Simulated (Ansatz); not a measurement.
```csv
atom,x (Å),y (Å),z (Å)
H,1.5525,0.0000,0.4255
H,0.0000,1.5525,0.4255
H,-1.5525,0.0000,0.4255
H,0.0000,-1.5525,0.4255
H,1.5525,0.0000,-0.4255
H,0.0000,1.5525,-0.4255
H,-1.5525,0.0000,-0.4255
H,0.0000,-1.5525,-0.4255
```

Basis set: def2-SVP (spherical functions). All electrons are correlated. Charge 0, multiplicity 1.

Computed with Ansatz (development build ahead of 0.2.0); each method stands on the lowest determinant of its kind that the runs found. Restricted open shells among the atoms or ions are ROHF, correlated in semicanonical orbitals with singles.

Task: Give the atomization energy at this shape (free ground-state atoms in the same class of orbitals less the molecule, no zero-point energy) of singlet H₈ by RHF-MP2, RHF.

Result:

```
 method  atomization energy
RHF-MP2            15.68 eV
    RHF            12.57 eV
```

Caution: stretched shape with no unrestricted run beside it, a lower state can exist. Caution for RHF-MP2: bonds are stretched, where a single reference can fail.
